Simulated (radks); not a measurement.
The numbers below are computed, except where a source is named.
Removal energies from the tantalum ion Ta4+, [Xe] 4f14 5d(3/2: 1, 5/2: 0), by Delta-SCF beside the eigenvalue of the level emptied. Level of theory: Dirac Kohn-Sham, BLYP, spin-unpolarised, spherical densities, finite nucleus; Fermi nuclear charge, rms radius of each element as measured or else 0.836 A^(1/3) + 0.57 fm (a radial shooting solver on a logarithmic mesh with Libxc functionals). Sub-shells are occupied by j as written (lower j first in brackets).

removed from,final configuration,Delta-SCF (eV),-eigenvalue (eV)
5d3/2,[Xe] 4f14,48.093,41.591
4f7/2,"[Xe] 4f(5/2: 6, 7/2: 7) 5d(3/2: 1, 5/2: 0)",77.844,65.641
4f5/2,"[Xe] 4f(5/2: 5, 7/2: 8) 5d(3/2: 1, 5/2: 0)",79.929,67.633
5p3/2,"[Kr] 4d10 4f14 5s2 5p(1/2: 2, 3/2: 3) 5d(3/2: 1, 5/2: 0)",85.819,77.722
